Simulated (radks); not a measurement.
Question: The arsenic ion As3+ is in [Ar] 3d10 4s2. All-electron calculation, scalar-relativistic Kohn-Sham, PBE, spin-polarised, spherical densities, finite nucleus; Fermi nuclear charge, rms radius of each element as measured or else 0.836 A^(1/3) + 0.57 fm. Program: a radial shooting solver on a logarithmic mesh with Libxc functionals. Open shells are filled with parallel spins first. One electron is removed from 3d, 3s, 3p, 4s in turn, with full relaxation. Which removal costs least, and what does each cost?

Answer: 4s 50.235 eV; 3d 87.664 eV; 3p 181.35 eV; 3s 238.20 eV. The 4s electron leaves first.
